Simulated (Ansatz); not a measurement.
SiEt(NCO)3 (C₅H₅N₃O₃Si). The state is a singlet with charge 0. Geometry r2SCAN-D4/def2-SVP, basis def2-TZVP, Ansatz.

Cartesian coordinates in Å:
```
Si -0.157 0.105 -0.494
C 0.764 0.912 0.895
C 0.893 0.041 2.148
H 0.247 1.862 1.125
H 1.760 1.198 0.510
H 1.446 0.563 2.945
H -0.095 -0.229 2.553
H 1.430 -0.898 1.934
N -1.750 -0.297 -0.009
C -2.863 -0.646 0.283
O -3.947 -0.977 0.577
N 0.628 -1.340 -0.978
C 1.107 -2.381 -1.339
O 1.586 -3.392 -1.686
N -0.254 1.143 -1.850
C -0.352 1.830 -2.831
O -0.443 2.508 -3.782
```

```csv
run,HOMO (eV),LUMO (eV)
A,-7.39,-1.09
B,-9.04,0.06
C,-7.71,-0.81
D,-12.19,2.81
E,-8.80,-0.11
```

Task: The runs used HF, PBE, PBE0, r2SCAN, r2SCAN0. Estimate which is which.

Result: A PBE (0 % exact exchange); B r2SCAN0 (25 % exact exchange); C r2SCAN (0 % exact exchange); D HF (100 % exact exchange); E PBE0 (25 % exact exchange). Exact exchange lowers occupied and raises empty levels; among semilocal functionals meta-GGAs tend to open the gap a little, and such runs are hard to tell apart. The gap grows from 6.30 eV (PBE) to 15.00 eV (HF).
